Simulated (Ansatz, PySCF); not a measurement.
Stretching the N3–H4 bond in GeH3N (SMILES [NH2][GeH]) (multiplicity 1 held, fragments rigid). Energies count from the point at 1.008 Å.
Geometry at that point (charge 0, multiplicity 1):
```tsv
atom	x (Å)	y (Å)	z (Å)
Ge	-0.1424	0.2401	0.3120
H	-0.5005	1.3459	-0.7974
N	0.5161	-0.9212	-0.9385
H	0.5585	-0.7543	-1.9320
H	0.8851	-1.8250	-0.6851
```

Active spaces are followed from a long bond inwards. Curves can end on different states.

Correlated levels freeze the cores. Filled d and f shells under p-block atoms count as core. Rows in LANL2DZ carry no dispersion term and start afresh at each structure. LANL2DZ brings its own core potentials from Na on.

Run with Ansatz (Gaussian basis) for Hartree–Fock, density functionals and correlated methods; PySCF for LANL2DZ rows. 

Question: Give the energy at R = 3.227 Å at the level FIC-MRCISD+Q on CASSCF(2,2)/cc-pVTZ.

Answer: 116.9 kcal/mol

Question: Give the energy at R = 3.227 Å at the level R-B3LYP/LANL2DZ.

Answer: 151.0 kcal/mol

Ansatz is an electronic-structure program.
